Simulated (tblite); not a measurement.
C10H6N2S.
Numbering: `[C-:1]#[N+:2][c:3]1[cH:4][cH:5][c:6](-[c:7]2[cH:8][cH:9][cH:10][s:11]2)[cH:12][n:13]1` (hydrogens: H14 on C4; H15 on C5; H16 on C8; H17 on C9; H18 on C10; H19 on C12)

The geometry is computed with GFN2-xTB (gas phase).

(1) What internal coordinates does the optimisation give?

Results:

(1) 
```json
{"bond": "C1≡N2", "length (Å)": "1.168"}
{"bond": "N2–C3", "length (Å)": "1.360"}
{"bond": "C3–C4", "length (Å)": "1.397"}
{"bond": "C4–C5", "length (Å)": "1.378"}
{"bond": "C5–C6", "length (Å)": "1.400"}
{"bond": "C6–C7", "length (Å)": "1.443"}
{"bond": "C7–C8", "length (Å)": "1.372"}
{"bond": "C8–C9", "length (Å)": "1.407"}
{"bond": "C9–C10", "length (Å)": "1.359"}
{"bond": "C10–S11", "length (Å)": "1.713"}
{"bond": "C6–C12", "length (Å)": "1.403"}
{"bond": "C12–N13", "length (Å)": "1.312"}
{"bond": "C3–N13", "length (Å)": "1.327"}
{"bond": "C7–S11", "length (Å)": "1.745"}
{"bond": "C4–H14", "length (Å)": "1.079"}
{"bond": "C5–H15", "length (Å)": "1.081"}
{"bond": "C8–H16", "length (Å)": "1.075"}
{"bond": "C9–H17", "length (Å)": "1.075"}
{"bond": "C10–H18", "length (Å)": "1.072"}
{"bond": "C12–H19", "length (Å)": "1.080"}
```

A selection of angles:
```json
{"angle": "C1–N2–C3", "degrees": "178.5"}
{"angle": "N2–C3–C4", "degrees": "119.9"}
{"angle": "N2–C3–N13", "degrees": "117.0"}
{"angle": "C4–C3–N13", "degrees": "123.1"}
{"angle": "C3–C4–C5", "degrees": "117.8"}
{"angle": "C3–C4–H14", "degrees": "120.4"}
{"angle": "C5–C4–H14", "degrees": "121.8"}
{"angle": "C4–C5–C6", "degrees": "120.0"}
{"angle": "C4–C5–H15", "degrees": "120.2"}
{"angle": "C6–C5–H15", "degrees": "119.7"}
{"angle": "C5–C6–C7", "degrees": "121.6"}
{"angle": "C5–C6–C12", "degrees": "116.6"}
{"angle": "C7–C6–C12", "degrees": "121.8"}
{"angle": "C6–C7–C8", "degrees": "129.0"}
{"angle": "C6–C7–S11", "degrees": "120.8"}
{"angle": "C8–C7–S11", "degrees": "110.3"}
{"angle": "C7–C8–C9", "degrees": "113.4"}
{"angle": "C7–C8–H16", "degrees": "123.8"}
{"angle": "C9–C8–H16", "degrees": "122.9"}
{"angle": "C8–C9–C10", "degrees": "112.7"}
{"angle": "C8–C9–H17", "degrees": "123.7"}
{"angle": "C10–C9–H17", "degrees": "123.6"}
{"angle": "C9–C10–S11", "degrees": "112.2"}
{"angle": "C9–C10–H18", "degrees": "128.5"}
{"angle": "S11–C10–H18", "degrees": "119.3"}
{"angle": "C7–S11–C10", "degrees": "91.4"}
{"angle": "C6–C12–N13", "degrees": "123.9"}
{"angle": "C6–C12–H19", "degrees": "121.2"}
{"angle": "N13–C12–H19", "degrees": "114.9"}
{"angle": "C3–N13–C12", "degrees": "118.6"}
```

Dihedral angles: C5–C6–C7–C8 180° (antiperiplanar).

The C–C distances run from 1.359 Å (C9–C10, aromatic) to 1.443 Å (C6–C7, drawn single), a spread of 0.084 Å. The 2 C–S bonds span 1.713 Å (C10–S11, aromatic) to 1.745 Å (C7–S11, aromatic), a spread of 0.032 Å. Of the pairs four or more bonds apart, S11···H15 is among the closest relative to their van der Waals radii: 2.63 Å, 88 % of the sum of Bondi's values. The 6-membered ring C3–C4–C5–C6–C12–N13 has internal angles of 116.6° to 123.9°; it is planar, 0.00 Å rms from its mean plane, widest ring torsion 0°. S11 (thiophene-type sulfur) is bent (angle 91.4°). The 5-membered ring C7–C8–C9–C10–S11 has internal angles of 91.4° to 113.4°; it is planar, 0.00 Å rms from its mean plane, widest ring torsion 0°. The 13 heavy atoms lie in one plane (0.001 Å rms).

Point group: Cs (tolerance 0.08 Å). Its GFN2-xTB frequencies are all real (lowest 19 cm⁻¹). The numbers are those of one conformer.

Hardware: one thread of an Intel Xeon Platinum 8259CL at 2.50 GHz (shared host). Cost: 0.75 s. This is the geometry optimisation.
